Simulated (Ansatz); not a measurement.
CH3Si, doublet (typed; the unrestricted solution is spin-contaminated), at a GFN2-xTB geometry. Base run: HF/cc-pVTZ run with Ansatz (a quantum-chemistry and plane-wave program).

Input for Ansatz:
Ansatz 0.2 input:
```yaml
crystal:
  periodic: [false, false, false]
  atoms:
    - {symbol: C, position_ang: [1.17235399, -0.51759579, 0.06293167]}
    - {symbol: Si, position_ang: [-0.45520809, 0.16575315, -0.02265336]}
    - {symbol: H, position_ang: [2.03284901, 0.15627040, 0.05580559]}
    - {symbol: H, position_ang: [-1.16628321, 1.45656207, -0.11024969]}
    - {symbol: H, position_ang: [-1.52777651, -0.82780188, -0.00599886]}
basis:
  gaussian:
    orbitals: cc-pVTZ
hamiltonian:
  xc: hf
magnetization: {spin_polarized: true, initial_magnetization: 1}
```

Each row names what was changed in the base input (with any setting that the change needs).

```csv
change,ΔE vs base (kcal/mol),outcome
base,0.000,converged
lower_state_search = light,0.000,converged
forces = on,0.000,converged
"point_charge = charge:0.5 position_ang:-0.7042, 3.8497, -3.2545",0.563,converged
"point_charge = charge:1.0 position_ang:3.251, 2.5092, -2.9827",0.500,converged
fitting.mean_field = def2-universal-JKFIT,0.003,converged
lower_state_search = off,18.71,another SCF solution
"point_charge = charge:-1.0 position_ang:3.7433, -3.2079, 0.6708",-0.552,converged
nuclear_model = gaussian,0.112,converged
fitting.mean_field = cc-pVTZ-JKFIT,0.019,converged
accuracy = high,-0.007,converged
```

A guess, shift, damping, solver or small numerical setting can't move a converged solution much, so rows marked as another SCF solution ended in a different state.
